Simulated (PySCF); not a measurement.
**How the method changes the constants of HfBr⁺**

State: ³Δ (triplet), unpaired electrons σ ↑, δ ↑. Set-up: basis Hf def2-TZVPPD with ECP60, Br def2-TZVPPD; scalar-relativistic core potentials; PySCF 2.14. De refers to Hf⁺ (5d1 6s2) + Br in their high-spin ground configurations, without counterpoise correction. The functionals are run spin-unrestricted. A positive dipole points towards Br; it is taken about the centre of mass and depends on that origin.

| Level | Re (Å) | ωe (cm⁻¹) | De (eV) | μ (D) |
| --- | --- | --- | --- | --- |
| UHF | 2.427 | 292 | n/a | -6.40 |
| UHF-MP2 | 2.371 | 310 | n/a | n/a |
| UHF-SCS-MP2 | 2.384 | 305 | n/a | n/a |
| PBE | 2.385 | 293 | n/a | -4.09 |
| PBEsol | 2.367 | 301 | n/a | -3.98 |
| BP86 | 2.387 | 293 | n/a | -4.08 |
| r²SCAN | 2.382 | 299 | n/a | -4.66 |
| M06-L | 2.384 | 296 | n/a | -4.94 |
| B3LYP | 2.396 | 293 | n/a | -4.61 |
| PBE0 | 2.376 | 302 | n/a | -4.72 |
| B97-3 | 2.392 | 293 | n/a | -4.70 |
| ωB97M-V | 2.383 | 302 | n/a | -5.21 |

The bond length runs from 2.367 Å (PBEsol) to 2.427 Å (UHF).

Correlated steps freeze 9 core orbitals. De is left out where the level can put another filling of the metal’s s and d shells below the measured ground configuration, by anything from nothing to about 1 eV. These are scalar-relativistic numbers at best; spin–orbit coupling would shift them, the dissociation energy most. The state is the lowest single determinant that the PBE0 search found; with open d or f shells the true ground state can be another one.

The whole job (state search and all levels along the bond) took about 9.1 min on 2 threads of Arm Neoverse V2 (shared host), peak memory 5.8 GiB.
